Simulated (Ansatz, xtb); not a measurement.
## BrH6NSSi2: which of two isomers lies lower

Structure X is `[SiH3]N[Si@@H](S)Br`, a singlet and structure Y is `[SiH3]N(S)[SiH2]Br`, a singlet. Both are isolated molecules in the gas phase, relaxed with r2SCAN-D4/def2-SVP; each stands in its lowest conformer found.

X (Å):

```xyz
11

Br    0.0501    3.5633    2.8392
N    -0.1841    1.6899    0.0879
S     2.4327    1.2923    1.8539
Si   -1.7470    1.2723   -0.5906
Si    0.3230    1.6338    1.7339
H    -1.5633    0.4811   -1.8437
H    -2.5706    2.4744   -0.9218
H    -2.4563    0.4535    0.4321
H     0.4478    2.2028   -0.5287
H    -0.5106    0.6183    2.4228
H     2.3740    0.1754    1.0900
```

Y (Å):

```xyz
11

Br   -0.5552    3.8654    1.4464
N     1.4689    1.4179    0.5948
S     2.9478    2.0925    1.2213
Si    1.1860   -0.2681    1.0368
Si    0.3696    2.5585   -0.1257
H     2.3188   -1.1093    0.5592
H    -0.0867   -0.6824    0.3773
H     1.0618   -0.4148    2.5177
H     2.4828    2.5307    2.4247
H     1.0948    3.4589   -1.0550
H    -0.7253    1.7956   -0.7804
```

Estimate E(Y) − E(X) at the level CCSD(T)/def2-SVP + ΔMP2/def2-TZVPP.

Calculated at CCSD(T)/def2-SVP + ΔMP2/def2-TZVPP: E(Y) − E(X) = +1.671 eV, so structure X lies lower.

How the difference moves with the method:

| level | geometry | E(Y) − E(X) (eV) | departure from the last row (eV) | job, with rough time for the two |
| --- | --- | --- | --- | --- |
| r2SCAN-D4/def2-SVP | r2SCAN-D4/def2-SVP | +1.716 | +0.044 | optimisation, 62 s |
| HF/def2-SVP | r2SCAN-D4/def2-SVP | +1.707 | +0.036 | part of the CCSD(T) run |
| MP2/def2-SVP | r2SCAN-D4/def2-SVP | +1.662 | −0.009 | part of the CCSD(T) run |
| CCSD(T)/def2-SVP | r2SCAN-D4/def2-SVP | +1.586 | −0.085 | single point |
| CCSD(T)/def2-SVP + ΔMP2/def2-TZVPP | r2SCAN-D4/def2-SVP | +1.671 |  | single point, 40 s |

As drawn, Y has 1 N–S, 1 Si–H in place of 1 S–Si, 1 N–H.

The levels shown agree on the order. The largest departure from CCSD(T)/def2-SVP + ΔMP2/def2-TZVPP is that of CCSD(T)/def2-SVP, 0.085 eV. Levels run at GFN2-xTB geometries aren't shown. The last row adds to CCSD(T) the change of the MP2 difference between the two basis sets, here +0.085 eV.

With thermal terms from frequencies at re-optimised GFN2-xTB minima (ideal gas, soft modes damped towards free rotors, one conformer each, 298.15 K, 1 atm): the zero-point term adds −0.067 eV; ΔH is +1.595 and ΔG +1.625 eV.

The correlated steps freeze 25 core orbitals; the filled d shell of Br is correlated, in a basis made for valence electrons. Mirror images aren't counted in ΔG. Run with Ansatz 0.2.0, xtb 6.7.1; the last row on 2 threads of Intel(R) Xeon(R) 6975P-C (Granite Rapids) on a shared host.
